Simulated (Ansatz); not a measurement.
C2H8SSi2 (`C=C[SiH2][SiH2]S`) at its PBE0-D4/def2-TZVP geometry, where that method's forces vanish. Total charge 0; spin multiplicity 1.

```xyz
13

C     1.4584   -1.0502    1.2948
C     0.3189   -1.2559    0.6375
Si   -0.0012   -0.6162   -1.0824
Si   -1.3315    1.2990   -0.8642
S    -0.3437    2.6002    0.5258
H     2.2965   -0.5310    0.8382
H     1.6085   -1.3991    2.3129
H    -0.4825   -1.7849    1.1517
H    -0.6817   -1.6488   -1.9127
H     1.2915   -0.2375   -1.7138
H    -2.7063    0.9492   -0.4085
H    -1.4492    2.0784   -2.1241
H     0.0222    1.5969    1.3449
```

(1) What forces (eV/Å) does r2SCAN-D4/def2-TZVPP give on these atoms in Ansatz? (An estimate is asked.)

Answers

(1) Ansatz gave: 
```
C1   0.189  0.022  0.129
C2  -0.165 -0.030 -0.133
Si3  0.006 -0.028 -0.028
Si4 -0.042 -0.011 -0.033
S5   0.027  0.057  0.029
H6  -0.008 -0.003  0.006
H7   0.003  0.006 -0.005
H8  -0.006 -0.003  0.009
H9   0.008  0.010  0.006
H10 -0.017 -0.006  0.008
H11  0.008  0.000 -0.016
H12 -0.005 -0.010  0.019
H13  0.002 -0.003  0.008
```
